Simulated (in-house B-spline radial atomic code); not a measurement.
**RPA and G0W0 on wB97X: the potassium ion K⁷⁺**

Configuration [Ne] 3s2, mean-field start wB97X. Computed with an all-electron radial atomic-structure program (B-spline basis): all electrons, scalar-relativistic (spin-free one-electron X2C), finite nucleus, each spin shell either full or empty, empty states to l = 9 with an (l + 1/2)⁻⁴ tail; G0W0 by contour deformation at full frequency.

Command:
```bash
python run_gw.py task.json out
```
Settings (radii: box in bohr, nucleus in fm):
```
Z                        19
electrons                12
configuration            [Ne] 3s2
hamiltonian              x2c
method                   wb97x
lmax                     9
rms_radius               3.4349
spin_polarised           False
box_radius               8.41
intervals                67
ion_configuration        [Ne] 3s1
```

Time taken, with all properties: 3.3 s on 1 thread of Arm Neoverse V1, on a shared host.

Energies (hartree):

```
                                     term       value
                         mean-field total  -586.02384
Hartree-Fock functional on these orbitals  -585.46964
                      direct second order    -0.83178
                    second-order exchange     0.30165
                         SOSEX correction      0.2772
```

**Question.** What is the RPA correlation energy, and what remains with SOSEX?

**Answer.** RPA gives -0.75421 hartree (-1.71 eV per electron); RPA + SOSEX gives -0.47702, and the second-order doubles -0.53013 hartree (no singles). SOSEX takes back 37 % of the RPA value.

Quasi-particle levels (eV):

| level | occupied | mean field | Σx - vxc | Σc | QP weight | G0W0 |
| --- | --- | --- | --- | --- | --- | --- |
| 3s | yes | -150.67 | -2.18 | ? | ? | ? |
| 2p | yes | -426.48 | -22.98 | 3.73 | 0.961 | -445.73 |
| 3p | no | -121.66 | 5.49 | -1.96 | 0.967 | -118.13 |

G0W0 = mean field + (Σx - vxc) + Σc, with Σc (partial-wave tail included) taken at the quasi-particle energy. Levels of low weight are left out.

**Question.** Where does G0W0 put 3s?

**Answer.** At -155.33 eV, with Σc = -2.48 eV and a quasi-particle weight of 0.972. The tabulated removal energy is 154.87 ± 0.05 eV (NIST, semi-empirical); the calculation leaves out spin-orbit coupling, Breit and QED terms, and what these don't explain is the method's own error.

**Question.** What does it cost to remove one electron (to [Ne] 3s1) by differences of total energies, each species on its own start (correlation terms add to the Hartree-Fock functional)?

**Answer.** wB97X 153.79 eV, Hartree-Fock functional 152.67 eV, + RPA 155.07 eV, + RPA + SOSEX 154.42 eV, + second order 154.93 eV. Tabulated: 154.87 ± 0.05 eV (NIST, semi-empirical); the calculation leaves out spin-orbit coupling, Breit and QED terms, and what these don't explain is the method's own error.
